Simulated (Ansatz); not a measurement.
Consider the formal exchange of groups at the Se–Ge bond: `[OH][GeH]([SH])[SeH]` + `N=C[SiH3]` → `N=C([SiH3])[SeH]` + `[OH][GeH2][SH]`.

Computed with Ansatz on PBE0-D4/def2-TZVP structures; ΔE is electronic, products minus reactants. CCSD(T)/CBS is the MP2 limit (def2-TZVPP, def2-QZVPP) plus CCSD(T) − MP2 in def2-TZVPP, frozen cores. Functionals use def2-TZVPP. B3LYP here is the variant with VWN-RPA as its local correlation; programs differ in this. For Ge, Se outer-core shells are correlated without core-valence functions, which leaves a few kJ/mol of doubt a bond. Scalar relativity is left out up to krypton. Each species was taken in one conformer, which may not be the lowest.

```csv
level,ΔE (kJ/mol)
B3LYP-D4,76.2
PBE,70.1
HF/def2-QZVPP,92.1
CCSD/CBS(def2),83.2
```

What does CCSD(T)/CBS give? (Best estimate.)

The calculation gave: +79.9 kJ/mol. The listed levels differ from it by -3.7, -9.8, 12.2, 3.3 kJ/mol.

Largest T1 diagnostic among the species: 0.012.

From PBE to PBE0 (25 % exact exchange), in def2-TZVPP and without D4, ΔE moves by +7.3 kJ/mol. In def2-TZVPP, CCSD(T) changes the Hartree–Fock value by −15.2 kJ/mol (the triples alone add −3.3 kJ/mol) and MP2 by −16.4 kJ/mol.
